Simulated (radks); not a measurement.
Values are calculated unless marked as measured or tabulated.
Problem. All-electron atom: Mo20+ in [Ar] 3d4. Code: a radial shooting solver on a logarithmic mesh with Libxc functionals. Model: scalar-relativistic Kohn-Sham, LB94 model potential, spin-polarised, spherical densities, finite nucleus; open shells are filled with parallel spins first (spin-orbit coupling, left out, can overturn this in heavy ions); Fermi nuclear charge, rms radius 4.4091 fm. Some entries of the table are withheld. Estimate them.

orbital  occ.  eigenvalue (Ry)  r(max) (bohr)
1s down     1        -1519.651        0.02287
1s up       1        -1519.632        0.02287
2s down     1        -261.8783         0.1293
2s up       1        -261.8489         0.1293
2p down     3              (1)         0.1033
2p up       3              (2)         0.1033
3s up       1              (3)         0.3696
3s down     1              (4)         0.3702
3p up       3              (5)         0.3594
3p down     3              (6)         0.3600
3d up       4        -65.00646         0.2951
3d down     0        -64.23152         0.2940

Solution. 
(1) 2p down eigenvalue (Ry): -240.3634
(2) 2p up eigenvalue (Ry): -240.3074
(3) 3s up eigenvalue (Ry): -82.69517
(4) 3s down eigenvalue (Ry): -81.86626
(5) 3p up eigenvalue (Ry): -75.64085
(6) 3p down eigenvalue (Ry): -74.80943
